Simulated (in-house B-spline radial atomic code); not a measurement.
A radial electron density 4πr²n(r) was computed for an atom or ion in its tabulated ground configuration with a B-spline radial code for spherical atoms; method: non-relativistic HSE06, spin-polarised, spherical fractional occupations, exact exchange averaged over the configuration. Columns: r (bohr), 4πr²n(r) (electrons per bohr), bar.

```
 0.00156    1.386 #
  0.0019    1.999 #
 0.00232    2.877 ##
 0.00283    4.101 ###
 0.00345    5.785 ####
 0.00421    8.083 ######
 0.00513    11.11 ########
 0.00625    15.01 ##########
 0.00762     19.9 ##############
 0.00929    25.73 ##################
  0.0113     32.2 ######################
  0.0138    39.04 ###########################
  0.0168    45.22 ###############################
  0.0205     49.9 ##################################
   0.025    52.04 ####################################
  0.0305    51.25 ###################################
  0.0372    48.25 #################################
  0.0453    45.15 ###############################
  0.0552    44.69 ###############################
  0.0673    48.82 #################################
  0.0821     56.6 #######################################
     0.1    63.52 ############################################
   0.122    64.13 ############################################
   0.149    56.55 #######################################
   0.181     46.2 ################################
   0.221    40.97 ############################
   0.269     44.3 ##############################
   0.328     49.5 ##################################
     0.4    46.73 ################################
   0.488     34.2 #######################
   0.595    20.05 ##############
   0.725     12.3 ########
   0.884    11.02 ########
    1.08     10.9 #######
    1.31    8.633 ######
     1.6    4.977 ###
    1.95    2.117 #
    2.38    0.663 
     2.9   0.1575 
    3.54   0.0264 
    4.31 0.002906 
    5.25 0.0001763
```

Problem. Which atom or ion is it?
A. Rh5+
B. Tc4+
C. Zr4+
D. Mo4+

Solution. D. The area under the curve, ∫4πr²n dr = ∫r·4πr²n d(ln r) on this logarithmic grid, is 38 electrons, which only this option has. The configuration is [Kr] 4d2.
